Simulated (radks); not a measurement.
Results of a calculation; reference values are marked as such.
Question: Coherent X-ray form factor from a spherical all-electron density. Level of theory: Dirac Kohn-Sham, BLYP, spin-unpolarised, spherical densities, finite nucleus; Fermi nuclear charge, rms radius of each element as measured or else 0.836 A^(1/3) + 0.57 fm (a radial shooting solver on a logarithmic mesh with Libxc functionals).

sin(theta)/lambda (1/angstrom)  f0 (electrons)
0.05                                     0.936
0.1                                      0.779
0.15                                     0.598
0.2                                      0.438
0.25                                     0.315
0.3                                      0.226
0.4                                      0.119
0.5                                      0.065
0.6                                      0.038
0.8                                      0.015
1                                        0.007
1.25                                     0.003
1.5                                      0.001
2                                        0.000

The species is in the configuration that NIST lists as its ground one. Which atom or ion scatters so?

Answer: Neutral hydrogen, 1s1. Extrapolating in s^2 from the first two rows gives f0(0) = 1.0, near the electron count 1; among species with that count, the fall with angle is slower the higher Z, and the table is that of Z = 1; from so few rows the species is fixed only to a neighbour or two.
